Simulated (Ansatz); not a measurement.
`[CH3][Sn][F]` + `CNC` → `C[N](C)[Sn][F]` + CH₄ at 500 K and 1 bar (ligand exchange at the Sn–C bond).

Computed with Ansatz on PBE0-D4/def2-TZVP structures; ΔE is electronic, products minus reactants. CCSD(T)/CBS is the MP2 limit (def2-TZVPP, def2-QZVPP) plus CCSD(T) − MP2 in def2-TZVPP, frozen cores. This one scheme is used for every species. Elements past krypton have def2 core potentials. For Sn outer-core shells are correlated without core-valence functions, which leaves a few kJ/mol of doubt a bond. One conformer a species, not always the lowest.

```tsv
species	CCSD(T)/CBS energy (Eh)	H − E (kJ/mol)	S (J/(mol·K))
`[CH3][Sn][F]`	-353.71142	126.2	354.6
`CNC`	-135.00321	273.8	313.8
`C[N](C)[Sn][F]`	-448.28993	264.6	418.1
CH₄	-40.46206	135.6	206.8
```

H − E and S are ideal-gas, rigid-rotor, harmonic terms from PBE0-D4/def2-TZVP, for one conformer and one mirror image of each species. 1 Eh = 2625.50 kJ/mol, R = 8.31446 J/(mol·K).

**Question.** By hand: ΔE, ΔH, ΔS and ΔG.

**Answer.** ΔE = (-448.28993) + (-40.46206) − (-353.71142) − (-135.00321) = -0.03736 Eh = -98.1 kJ/mol. Δ(H − E) = 264.6 + 135.6 − 126.2 − 273.8 = 0.2, so ΔH = -97.9 kJ/mol. ΔS = 418.1 + 206.8 − 354.6 − 313.8 = -43.5 J/(mol·K). ΔG = -97.9 − 500 × (-43.5)/1000 = -76.2 kJ/mol.

**Question.** By hand: the equilibrium constant, and the temperature at which ΔG would vanish if ΔH and ΔS stayed fixed.

**Answer.** log₁₀ K = −ΔG/(RT ln 10) = 8.0. ΔG = 0 at ΔH/ΔS = 2251 K.

ΔH outweighs TΔS. A doubt of 5 kJ/mol in ΔE shifts log₁₀ K by 0.5 here. Other conformers and mirror images would add mixing entropy, several J/(mol·K) or more a flexible species. Modes under 60 cm⁻¹, often nearly free rotors, make the harmonic entropy too high. These are equilibria of isolated gas molecules and say nothing of rates. Largest T1 diagnostic: 0.017 (customary marks: 0.02 for closed shells, 0.045 for open ones).
